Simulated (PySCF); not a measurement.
B(H)(I)(OH) (BH2IO), SMILES OBI. Atoms are numbered in the order given.

```xyz
5

B      0.6071    -1.4761     0.0000
H      1.7715    -1.7106     0.0000
I     -0.0249     0.5865     0.0000
O     -0.2849    -2.4752     0.0000
H     -1.2074    -2.1892     0.0000
```
Charge 0, spin multiplicity 1.

The structure is a stationary point at r2SCAN-D4/def2-TZVP. The def2 effective core potentials stand for the cores of I; spin–orbit coupling is left out. One conformer was computed; it need not be the lowest.

All values below come from TDA-CAM-B3LYP/def2-SVPD (PySCF).

Vertical excitations.  State labels are in the subgroup Cs.

```
state  symmetry  energy (eV)  λ (nm)      f                                                main pairs
-----  --------  -----------  ------  -----  --------------------------------------------------------
S1           A"         5.57     222  0.000                                            HOMO→LUMO 99 %
S2           A'         6.19     200  0.070                                          HOMO−1→LUMO 88 %
S3           A'         6.55     189  0.010                                          HOMO→LUMO+2 82 %
S4           A"         6.58     188  0.000                      HOMO−2→LUMO 70 %, HOMO−1→LUMO+2 20 %
S5           A"         6.68     186  0.000  HOMO−1→LUMO+2 53 %, HOMO−2→LUMO 27 %, HOMO−1→LUMO+5 10 %
S6           A'         6.91     179  0.152                                          HOMO→LUMO+1 85 %
S7           A"         7.01     177  0.081                                        HOMO−1→LUMO+1 86 %
S8           A'         7.76     160  0.012                                          HOMO→LUMO+3 73 %
S9           A"         7.95     156  0.037                      HOMO−1→LUMO+3 71 %, HOMO→LUMO+4 14 %
S10          A"         8.02     155  0.016                                          HOMO→LUMO+4 85 %
T1           A"         5.41     229      0                                            HOMO→LUMO 96 %
T2           A'         5.42     229      0                                          HOMO−1→LUMO 98 %
T3           A'         5.98     207      0                        HOMO→LUMO+2 66 %, HOMO→LUMO+5 21 %
T4           A"         6.05     205      0                      HOMO−2→LUMO 67 %, HOMO−1→LUMO+2 20 %
```
Triplets are in the Tamm–Dancoff approximation.
